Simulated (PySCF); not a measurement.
Species: C9H7Br.
InChI=1S/C9H7Br/c1-2-3-8-4-6-9(10)7-5-8/h4-7H,1H3

The calculation used PBE0-D3(BJ)/def2-SVP geometry optimisation, gas phase (PySCF 2.14.0).

Masses are those of the commonest isotopes; rigid-rotor values at the optimised geometry. 

(1) What are A, B and C (MHz)?

(2) Classify the top.

(3) Is it planar, by Δ = Ic − Ia − Ib?

(4) Give the coordinates in the principal-axis frame, origin at the centre of mass.

(5) Where do the levels up to J = 2 lie, in MHz?

(6) Which types of transition are allowed, and where do some lines up to J = 3 fall?

Answers

(1) Ia = 92.19, Ib = 1642.76, Ic = 1731.76 u·Å²; 505379 MHz·u·Å²/I gives A = 5482, B = 307.6, C = 291.8 MHz.

(2) A near-prolate asymmetric top: κ = (2 × 307.6 − 5482 − 291.8)/(5482 − 291.8) = -0.99.

(3) Not planar: Δ = Ic − Ia − Ib = -3.19 u·Å². For a rigid frame Δ = −2 Σ m c², so Σ m c² = 1.59 u·Å² lies off the ab plane, practically all of it from hydrogen. The atom farthest from that plane is 0.98 Å away.

(4) The sense of each axis is arbitrary; atoms in the order of the calculation.
```
atom  mass (u)   a (Å)   b (Å)   c (Å)
  C1    12.000  -5.977  -0.002   0.003
  C2    12.000  -4.525  -0.001   0.000
  C3    12.000  -3.310   0.001  -0.001
  C4    12.000  -1.883   0.001  -0.002
  C5    12.000  -1.165  -1.207  -0.002
  C6    12.000   0.225  -1.211  -0.001
  C7    12.000   0.915   0.000  -0.001
 Br8    78.918   2.801  -0.001   0.001
  C9    12.000   0.227   1.213  -0.001
 C10    12.000  -1.163   1.209  -0.002
 H11     1.008  -6.373   0.320   0.980
 H12     1.008  -6.376   0.684  -0.761
 H13     1.008  -6.374  -1.007  -0.206
 H14     1.008  -1.711  -2.152  -0.002
 H15     1.008   0.776  -2.154  -0.001
 H16     1.008   0.778   2.155  -0.001
 H17     1.008  -1.708   2.154  -0.002
```

(5) Above 0(0,0):
J = 1: 1(0,1) 599, 1(1,1) 5774, 1(1,0) 5790
J = 2: 2(0,2) 1798, 2(1,2) 6957, 2(1,1) 7005, 2(2,1) 22528, 2(2,0) 22528

(6) The dipole components are |μa| = 2.26 D, |μb| = 0.00 D, |μc| = 0.00 D. Intensities carry the squares of the components, which stand as 1.00 : 0.00 : 0.00 (a : b : c). Some lines, for components of 0.1 D or more:

```csv
type,branch,"J(Ka,Kc)",MHz,lower level (cm⁻¹)
a,R,"1(0,1) ← 0(0,0)",599,0.000
a,R,"2(1,2) ← 1(1,1)",1183,0.193
a,R,"2(0,2) ← 1(0,1)",1199,0.020
a,R,"2(1,1) ← 1(1,0)",1215,0.193
a,R,"3(1,3) ← 2(1,2)",1775,0.232
a,R,"3(0,3) ← 2(0,2)",1798,0.060
a,R,"3(2,2) ← 2(2,1)",1798,0.751
a,R,"3(2,1) ← 2(2,0)",1799,0.751
a,R,"3(1,2) ← 2(1,1)",1822,0.234
```

Whether it is a minimum is left open (no frequencies). No vibrational averaging or centrifugal distortion is included, and the geometry carries the error of its method. A rigid rotor knows nothing of internal rotation, which can split or shift real lines. Quadrupole hyperfine structure (79Br) is left out.

Cost: about 4 min of CPU time on one thread; the machine was shared, so the figure is rough. These figures are those of the optimisation.
